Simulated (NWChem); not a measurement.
Molecule: SiF3, doublet; SMILES F[Si](F)F

```xyz
4

F      1.4578     0.3523    -0.2046
Si     0.0000     0.0000     0.3757
F     -1.0341     1.0864    -0.2046
F     -0.4238    -1.4387    -0.2046
```
Atoms are numbered in this order, from 1.

Computed with NWChem. Spin-unrestricted. In the optimisation the excess spin sits in a (C3, its own frame). Structure relaxed at the PBE0/def2-SVP, spin-unrestricted level. No stability test was run on the SCF state. Fermi-contact couplings, non-relativistic, static geometry.

| level | A(iso) 29Si atom 2 (MHz) | A(iso) 19F atom 4 (MHz) | <S²> |
|---|---|---|---|
| PBE/IGLO-III | -1361 | 321 | 0.751 |
| TPSSh/IGLO-III | ? | 328 | 0.751 |
| PBE0/IGLO-II | -1420 | 341 | 0.751 |
| PBE/IGLO-II | -1360 | 325 | 0.751 |

### Question
Complete the blanks.

### Answer

- TPSSh/IGLO-III, A(iso) 29Si atom 2 (MHz): -1377
